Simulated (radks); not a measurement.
Q: The mean radii <r> (bohr) of the occupied orbitals of an atom or ion are listed with their occupations. Calculated with a radial shooting solver on a logarithmic mesh with Libxc functionals: scalar-relativistic Kohn-Sham, SCAN, spin-unpolarised, spherical densities, finite nucleus; meta-GGA in the generalised Kohn-Sham scheme; Fermi nuclear charge, rms radius of each element as measured or else 0.836 A^(1/3) + 0.57 fm.

| orbital | occ. | <r> |
|---|---|---|
| 1s | 2 | 0.02037 |
| 2s | 2 | 0.08642 |
| 2p | 6 | 0.07672 |
| 3s | 2 | 0.2250 |
| 3p | 6 | 0.2243 |
| 3d | 10 | 0.2039 |
| 4s | 2 | 0.5070 |
| 4p | 6 | 0.5370 |
| 4d | 10 | 0.5792 |
| 5s | 2 | 1.171 |
| 5p | 4 | 1.321 |
| 4f | 10 | 0.7085 |

Name the element and its charge.

A: Z = 68, erbium, charge +6: Er6+ in [Kr] 4d10 4f10 5s2 5p4. The 1s radius gives Z: for a bare nucleus <r> = (2 gamma + 1)/(2Z) with gamma = sqrt(1 - (Z/c)^2), 0.02012 bohr for Z = 68, and screening makes it slightly larger (0.02037 here). The occupations add up to 62, and the charge is Z minus that.
